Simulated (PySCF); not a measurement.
Precursor series Sc NH2-Br. Gas-phase values, no solvent. One relaxed conformer stands for each flexible species; it need not be the lowest.

All values below come from TPSSh-D3(BJ)/def2-TZVP // BP86-D3(BJ)/def2-SVP (PySCF). All candidates: neutral, multiplicity 1. 

```yaml
HOMO–LUMO gap: 4.51 eV
HOMO: -5.77 eV
LUMO: -1.26 eV
```

### Question
Name which member has these values.
(A) [Sc(Br)3]
(B) [Sc(NH2)(Br)2]
(C) [Sc(NH2)2(Br)]
(D) [Sc(NH2)3]

### Answer
D, [Sc(NH2)3]. The others give [Sc(Br)3]: 4.20 eV, -7.93 eV, -3.73 eV; [Sc(NH2)(Br)2]: 4.51 eV, -7.39 eV, -2.88 eV; [Sc(NH2)2(Br)]: 4.58 eV, -6.61 eV, -2.04 eV
